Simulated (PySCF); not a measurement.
Delta-SCF ions had no search for a lower state. Excitations are Tamm–Dancoff values on a coarser integration grid. The basis has no diffuse functions, so Rydberg states are missing or too high.

Cartesian coordinates (Å):
```xyz
13

O     -1.4388    -0.4384     1.5644
C     -2.0694    -0.5205     0.5390
Si    -1.2374    -0.2199    -1.1700
Si     0.7989     0.8500    -0.7732
Si     1.8537    -0.0629     1.1054
H     -3.1472    -0.7910     0.5946
H     -1.0533    -1.5613    -1.7748
H     -2.1875     0.5339    -2.0219
H      0.5468     2.2974    -0.5785
H      1.6434     0.6916    -1.9815
H      1.3466     0.5628     2.3409
H      3.3123     0.1823     1.0083
H      1.6318    -1.5241     1.1474
```
Charge 0, multiplicity 1.

Q: Give the total energy, S1 oscillator strength, dipole moment, vertical ionisation energy (Delta-SCF), HOMO, T1 excitation (TDA), S1 excitation (TDA) and HOMO–LUMO gap at the level CAM-B3LYP-D3(BJ)/def2-TZVP in PySCF.

A: 
```json
{
  "total_energy": "-26847.68 eV",
  "S1 oscillator strength": "0.001",
  "dipole_moment": "1.92 D",
  "vertical ionisation energy (Delta-SCF)": "9.39 eV",
  "HOMO": "-8.57 eV",
  "T1 excitation (TDA)": "2.60 eV",
  "S1 excitation (TDA)": "3.32 eV",
  "HOMO–LUMO gap": "8.09 eV"
}
```
